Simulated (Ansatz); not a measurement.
Molecular dynamics of F$_{2}$GeH$_{2}$O

The input (input.yaml):

```yaml
crystal:
  periodic: [false, false, false]
  atoms:
    - { symbol: Ge, position_ang: [-0.155462, 0.10576, -0.016056] }
    - { symbol: O, position_ang: [-0.477502, 0.185283, 1.679582] }
    - { symbol: H, position_ang: [-0.233158, -0.542343, 2.230445] }
    - { symbol: F, position_ang: [1.517599, -0.161506, -0.254184] }
    - { symbol: H, position_ang: [-0.624779, 1.336497, -0.745609] }
    - { symbol: F, position_ang: [-0.873299, -1.31119, -0.65208] }
basis:
  gaussian: { orbitals: def2-SVPD }
hamiltonian:
  xc: hf
md:
  timestep: 0.25
  n_steps: 250
  ensemble: nvt_nose_hoover
  temperature: 1000.0
  initial_velocities: maxwell_boltzmann
  seed: 713684
```

Launched with:

```bash
$ ansatz run input.yaml --threads 2 --pin off --max-ram 3072MiB --backend cpu --events-out ev --progress --plain --runs-dir out
```

It starts from a relaxed structure.

Output, in part (one step line in 9, the closing report, with atoms numbered from 0):

```
md step     0: t =     0.00 fs  T =  1000.0 K  F+E_penalty+E_count = -63944.42105465 eV  E_kin = 0.517040 eV  conserved = -63943.90401466 eV  (33 SCF iters)
md step     9: t =     2.25 fs  T =   714.6 K  F+E_penalty+E_count = -63944.27300725 eV  E_kin = 0.369502 eV  conserved = -63943.90351791 eV  (33 SCF iters)
md step    18: t =     4.50 fs  T =   690.5 K  F+E_penalty+E_count = -63944.26064298 eV  E_kin = 0.357000 eV  conserved = -63943.90375263 eV  (33 SCF iters)
md step    27: t =     6.75 fs  T =   692.2 K  F+E_penalty+E_count = -63944.26138718 eV  E_kin = 0.357900 eV  conserved = -63943.90382148 eV  (33 SCF iters)
md step    36: t =     9.00 fs  T =   394.4 K  F+E_penalty+E_count = -63944.10688425 eV  E_kin = 0.203944 eV  conserved = -63943.90353932 eV  (34 SCF iters)
md step    45: t =    11.25 fs  T =   353.2 K  F+E_penalty+E_count = -63944.08529500 eV  E_kin = 0.182627 eV  conserved = -63943.90352604 eV  (34 SCF iters)
md step    54: t =    13.50 fs  T =   598.6 K  F+E_penalty+E_count = -63944.21190791 eV  E_kin = 0.309511 eV  conserved = -63943.90380222 eV  (33 SCF iters)
md step    63: t =    15.75 fs  T =   562.4 K  F+E_penalty+E_count = -63944.19235354 eV  E_kin = 0.290780 eV  conserved = -63943.90380633 eV  (34 SCF iters)
md step    72: t =    18.00 fs  T =   469.0 K  F+E_penalty+E_count = -63944.14295681 eV  E_kin = 0.242475 eV  conserved = -63943.90346409 eV  (34 SCF iters)
md step    81: t =    20.25 fs  T =   709.2 K  F+E_penalty+E_count = -63944.26658215 eV  E_kin = 0.366683 eV  conserved = -63943.90401739 eV  (34 SCF iters)
md step    90: t =    22.50 fs  T =   444.3 K  F+E_penalty+E_count = -63944.12793531 eV  E_kin = 0.229696 eV  conserved = -63943.90358023 eV  (35 SCF iters)
md step    99: t =    24.75 fs  T =   241.8 K  F+E_penalty+E_count = -63944.02244658 eV  E_kin = 0.125013 eV  conserved = -63943.90352544 eV  (35 SCF iters)
md step   108: t =    27.00 fs  T =   337.6 K  F+E_penalty+E_count = -63944.07144635 eV  E_kin = 0.174535 eV  conserved = -63943.90373291 eV  (35 SCF iters)
md step   117: t =    29.25 fs  T =   273.7 K  F+E_penalty+E_count = -63944.03739605 eV  E_kin = 0.141505 eV  conserved = -63943.90380990 eV  (35 SCF iters)
md step   126: t =    31.50 fs  T =    81.0 K  F+E_penalty+E_count = -63943.93693965 eV  E_kin = 0.041882 eV  conserved = -63943.90343935 eV  (35 SCF iters)
md step   135: t =    33.75 fs  T =   358.7 K  F+E_penalty+E_count = -63944.08006821 eV  E_kin = 0.185470 eV  conserved = -63943.90383783 eV  (34 SCF iters)
md step   144: t =    36.00 fs  T =   393.8 K  F+E_penalty+E_count = -63944.09634080 eV  E_kin = 0.203620 eV  conserved = -63943.90375370 eV  (35 SCF iters)
md step   153: t =    38.25 fs  T =   287.7 K  F+E_penalty+E_count = -63944.03967420 eV  E_kin = 0.148778 eV  conserved = -63943.90343900 eV  (35 SCF iters)
md step   162: t =    40.50 fs  T =   527.5 K  F+E_penalty+E_count = -63944.16189586 eV  E_kin = 0.272746 eV  conserved = -63943.90371816 eV  (35 SCF iters)
md step   171: t =    42.75 fs  T =   651.9 K  F+E_penalty+E_count = -63944.22303848 eV  E_kin = 0.337063 eV  conserved = -63943.90390101 eV  (33 SCF iters)
md step   180: t =    45.00 fs  T =   409.1 K  F+E_penalty+E_count = -63944.09394180 eV  E_kin = 0.211512 eV  conserved = -63943.90341613 eV  (34 SCF iters)
md step   189: t =    47.25 fs  T =   598.1 K  F+E_penalty+E_count = -63944.18938787 eV  E_kin = 0.309263 eV  conserved = -63943.90385387 eV  (34 SCF iters)
md step   198: t =    49.50 fs  T =   615.8 K  F+E_penalty+E_count = -63944.19424828 eV  E_kin = 0.318395 eV  conserved = -63943.90372523 eV  (33 SCF iters)
md step   207: t =    51.75 fs  T =   430.0 K  F+E_penalty+E_count = -63944.09468129 eV  E_kin = 0.222323 eV  conserved = -63943.90353657 eV  (34 SCF iters)
md step   216: t =    54.00 fs  T =   523.9 K  F+E_penalty+E_count = -63944.14010822 eV  E_kin = 0.270897 eV  conserved = -63943.90348459 eV  (34 SCF iters)
md step   225: t =    56.25 fs  T =   804.9 K  F+E_penalty+E_count = -63944.28089784 eV  E_kin = 0.416140 eV  conserved = -63943.90395210 eV  (33 SCF iters)
md step   234: t =    58.50 fs  T =   629.2 K  F+E_penalty+E_count = -63944.18413511 eV  E_kin = 0.325313 eV  conserved = -63943.90348963 eV  (34 SCF iters)
md step   243: t =    60.75 fs  T =   755.9 K  F+E_penalty+E_count = -63944.24489786 eV  E_kin = 0.390808 eV  conserved = -63943.90366949 eV  (34 SCF iters)
md step   250: t =    62.50 fs  T =   962.6 K  F+E_penalty+E_count = -63944.34668633 eV  E_kin = 0.497719 eV  conserved = -63943.90386998 eV  (34 SCF iters)
Total energy: -63944.34668633 eV, -2349.9113976876 hartree
Atom 0 at    -0.160969     0.092114    -0.011037 Å, force     0.282502     0.606340     0.588444 eV/Å
Atom 1 at    -0.478540     0.196946     1.696689 Å, force    -0.925771     0.374028    -1.274837 eV/Å
Atom 2 at     0.118366    -0.048719     2.359975 Å, force     0.876641    -0.443329     0.660139 eV/Å
Atom 3 at     1.506137    -0.173248    -0.248971 Å, force     0.317931    -0.020743     0.097988 eV/Å
Atom 4 at    -0.608435     1.294067    -0.787572 Å, force    -0.124480     0.191956     0.031993 eV/Å
Atom 5 at    -0.859428    -1.281042    -0.695533 Å, force    -0.426823    -0.708253    -0.103726 eV/Å
Dipole moment:    -0.026066     0.359029     0.206746 e Å
```

The run went to its last step. The conserved energy stayed within 0.12 meV per atom of its start (net change 0.024 meV per atom), so the integration is sound. The mean temperature of the second half is 47 % below the set value. A run of 0.062 ps of so small a system gives no equilibrium averages.

The same pairs are bonded in the first frame and the last. Pairs count as bonded within 1.25 times the sum of covalent radii (0.12 Å more for H–H).

Last frame:

```xyz
6
Properties=species:S:1:pos:R:3
Ge -0.161 0.092 -0.011
O -0.478 0.197 1.697
H 0.118 -0.049 2.360
F 1.506 -0.173 -0.249
H -0.608 1.294 -0.788
F -0.859 -1.281 -0.696
```

Run time: 7.5 min on 2 threads of Arm Neoverse V1 (shared host), peak memory 0.28 GiB.
